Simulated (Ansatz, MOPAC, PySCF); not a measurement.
Molecule: CaO2H2, charge 0, multiplicity 1. SMILES: [OH][Ca][OH]
Structure (B3LYP-D3(BJ)/def2-TZVP (Ansatz, a quantum-chemistry and plane-wave program) minimum search):
```xyz
5

Ca     0.0000     0.0000     0.0000
O      0.0000     0.0000     2.0388
O      0.0000     0.0000    -2.0388
H      0.0000     0.0000     2.9939
H      0.0000     0.0000    -2.9939
```

Quantity: vertical ionisation energy to the doublet, in eV. Terms: LANL2DZ with its own core potentials from Na on; frozen cores in correlated levels (noble-gas shells and the d and f shells of earlier blocks; the outer core of K, Ca and congeners matters and is frozen too); six Cartesian d functions in 6-31G* and its kin unless marked 5d; PM7 with its own dispersion and hydrogen-bond terms; open shells spin-unrestricted; each state is the SCF solution reached for its charge and spin; no dispersion term unless named; spin-orbit terms left out; 6-311+G** with 5d; non-relativistic. Ab initio and DFT rows: single points at B3LYP-D3(BJ) geometries (Ansatz). Semi-empirical rows: differences of heats of formation at the shared geometry for vertical values.

```
level                                    program  vertical ionisation energy to the doublet (eV)
---------------------------------------  -------  ----------------------------------------------
PM3                                        MOPAC                                            8.79
PM7                                        MOPAC                                           10.33
MNDO                                       MOPAC                                            8.80
HF/6-31G* with LANL2DZ past Ar            Ansatz                                            7.66
PBE/6-31G*                                Ansatz                                            8.52
PBE/6-31G* with LANL2DZ past Ar           Ansatz                                            7.71
B3LYP/STO-3G                              Ansatz                                            4.25
B3LYP/6-31G*                              Ansatz                                            8.89
B3LYP/6-31G* with LANL2DZ past Ar         Ansatz                                            8.15
M06-2X/6-31G* with LANL2DZ past Ar (5d)    PySCF                                            8.80
MP2/6-31G*                                Ansatz                                            9.58
MP2/6-31G* with LANL2DZ past Ar           Ansatz                                            9.08
MP2/6-311+G**                             Ansatz                                            9.93
M06-2X/def2-TZVPD                          PySCF                                            9.82
wB97M-V/def2-TZVPD                        Ansatz                                            9.81
wB97X-V/def2-TZVPD                        Ansatz                                            9.80
```

No value to compare with is used here. The 13 habitual levels span 4.25 (B3LYP/STO-3G) to 10.33 eV (PM7); wB97M-V/def2-TZVPD gives 9.81.

The levels are drawn from those run, B3LYP/6-31G* more often than the rest, none by its result; left out are runs that failed, that the program found above a lower state of the same kind, or whose <S^2> lies over 0.5 above the pure value.
